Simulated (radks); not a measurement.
Task: These are the eigenvalues of the occupied orbitals of an atom or ion with whole-number occupations (Ry). Method: scalar-relativistic Kohn-Sham, PBE, spin-unpolarised, spherical densities, point nucleus; computed with a radial shooting solver on a logarithmic mesh with Libxc functionals.

orbital  eigenvalue
1s        -6315.120
2s        -1141.418
2p        -984.4334
3s        -287.8947
3p        -242.7171
3d        -196.0207
4s        -79.80663
4p        -64.96977
4d        -47.60069
5s        -28.49372
4f        -28.33607
5p        -23.94492

Which element is it, and in what charge state? The configuration may be excited.

Result: Z = 81, thallium, charge +14: Tl14+ in [Kr] 4d10 4f14 5s2 5p5. The list shows which subshells hold electrons but not how many an open one holds; the 1s level, -3157.6 hartree, gives Z - s = 79.5 by -(Z - s)^2/2, which with screening and relativity narrows Z to a few neighbours, and the depths of the outer levels then fix element, charge and occupations together.
